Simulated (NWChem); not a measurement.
Species: AgN2H6 cation; SMILES [Ag+](<-[NH3])<-[NH3]

All runs: NWChem. The geometry was optimised at PBE0/def2-SVP. Not confirmed as a minimum by frequencies. def2 effective core potentials on Ag; no spin-orbit coupling.

**Question.** Predict the results for Hartree-Fock/def2-SVP (core potentials). Quantities: highest occupied level (eV); orbital gap (eV).

**Answer.** 
```
Property                      Value
---------------------------  ------
highest occupied level (eV)  -15.84
orbital gap (eV)              13.54
```
